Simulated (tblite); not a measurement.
C₄H₁₀FNSi.
Atom-mapped SMILES: `[NH2:1][Si@H:2]([CH2:3][F:4])[CH:5]1[CH2:6][CH2:7]1` (hydrogens: H8, H9 on N1; H10 on Si2; H11, H12 on C3; H13 on C5; H14, H15 on C6; H16, H17 on C7)

Computed with GFN2-xTB (tblite), gas phase: L-BFGS steps from a force-field or distance-geometry start until the largest atomic force falls under 0.01 eV/Å.

Step 3: E = -626.3457 eV
```
atom  x, y, z in Å  |  force x, y, z in eV/Å
N1      0.7059    1.5522   -0.8587    0.063   0.011   0.339
Si2     0.7143    0.4275    0.4628    0.463  -0.041  -0.346
C3      2.2261   -0.7482    0.2744    0.011   0.228   0.091
F4      3.3929    0.0107    0.2417   -0.229  -0.205  -0.007
C5     -0.8667   -0.5527    0.4967   -0.029  -0.008   0.076
C6     -2.1640    0.1270    0.1772   -0.147  -0.015   0.036
C7     -1.6148   -0.8868   -0.7591    0.032  -0.110  -0.174
H8      0.0029    2.2535   -0.6657    0.000   0.138  -0.417
H9      1.5976    2.0248   -0.9460   -0.084  -0.001  -0.276
H10     0.8761    1.2096    1.6714    0.069   0.012   0.660
H11     2.3163   -1.4145    1.1387    0.053   0.052  -0.136
H12     2.2156   -1.3467   -0.6392    0.031   0.061   0.047
H13    -0.9034   -1.2836    1.2924   -0.155  -0.132  -0.001
H14    -3.0305   -0.1333    0.7580   -0.154  -0.041   0.116
H15    -2.1566    1.1568   -0.1324    0.063   0.132   0.000
H16    -1.2181   -0.5376   -1.6993    0.053  -0.002  -0.001
H17    -2.1007   -1.8468   -0.8228   -0.042  -0.076  -0.008
```

Step 4: E = -626.3785 eV
```
atom  x, y, z in Å  |  force x, y, z in eV/Å
N1      0.7108    1.5587   -0.8473    0.033   0.124   0.264
Si2     0.7074    0.4418    0.4771    0.597  -0.197  -0.330
C3      2.2211   -0.7457    0.2732    0.079   0.140   0.072
F4      3.3957    0.0017    0.2421   -0.235  -0.108  -0.021
C5     -0.8701   -0.5529    0.4938   -0.027   0.053   0.036
C6     -2.1697    0.1231    0.1782   -0.022  -0.055  -0.048
C7     -1.6204   -0.8892   -0.7626    0.090  -0.029   0.035
H8     -0.0010    2.2628   -0.6933    0.069   0.062  -0.375
H9      1.6004    2.0309   -0.9701   -0.162  -0.080  -0.186
H10     0.8823    1.2009    1.7045    0.029  -0.027   0.527
H11     2.3257   -1.4148    1.1366   -0.050   0.075  -0.166
H12     2.2241   -1.3494   -0.6429   -0.069   0.155   0.153
H13    -0.9165   -1.2844    1.2830   -0.093  -0.216   0.115
H14    -3.0327   -0.1327    0.7608   -0.229  -0.070   0.148
H15    -2.1497    1.1506   -0.1268    0.005   0.248  -0.048
H16    -1.2123   -0.5396   -1.6929    0.039   0.036  -0.150
H17    -2.1021   -1.8498   -0.8233   -0.056  -0.112  -0.026
```

Question: Estimate the geometry and energy of step 5. (The exact step hangs on the optimiser's Hessian estimate; all steps are aligned on step 4, rigid shifts and turns removed.)

Answer: E = -626.4119 eV, largest force 0.577 eV/Å
```
atom  x, y, z in Å  |  force x, y, z in eV/Å
N1      0.7170    1.5688   -0.8303   -0.015   0.242   0.111
Si2     0.7084    0.4558    0.4904    0.494  -0.282  -0.098
C3      2.2170   -0.7420    0.2724    0.111   0.029   0.038
F4      3.3960   -0.0097    0.2421   -0.103   0.071  -0.037
C5     -0.8740   -0.5520    0.4909    0.077   0.057   0.112
C6     -2.1763    0.1175    0.1781   -0.013   0.065  -0.048
C7     -1.6252   -0.8916   -0.7650    0.121  -0.049   0.085
H8     -0.0045    2.2747   -0.7322    0.125  -0.047  -0.284
H9      1.6011    2.0366   -1.0016   -0.178  -0.138  -0.090
H10     0.8898    1.1890    1.7509   -0.023  -0.147   0.228
H11     2.3353   -1.4139    1.1313   -0.156   0.046  -0.116
H12     2.2324   -1.3493   -0.6439   -0.177   0.194   0.177
H13    -0.9331   -1.2892    1.2741   -0.004  -0.199   0.147
H14    -3.0394   -0.1332    0.7666   -0.167  -0.059   0.081
H15    -2.1417    1.1476   -0.1209   -0.071   0.219  -0.058
H16    -1.2050   -0.5413   -1.6884   -0.015   0.041  -0.210
H17    -2.1048   -1.8556   -0.8244   -0.008  -0.043  -0.038
```

The energy changes by -0.0334 eV. The first-order estimate −F·Δx gives -0.0493 eV and the mean of the old and new forces, exact on a quadratic surface, -0.0333 eV. The step makes an angle of 62° with the force vector and moves no atom by more than 0.048 Å.

What follows is the cost of the whole relaxation. On an Arm Neoverse N1 with one thread, on a shared host, this took 0.62 s.
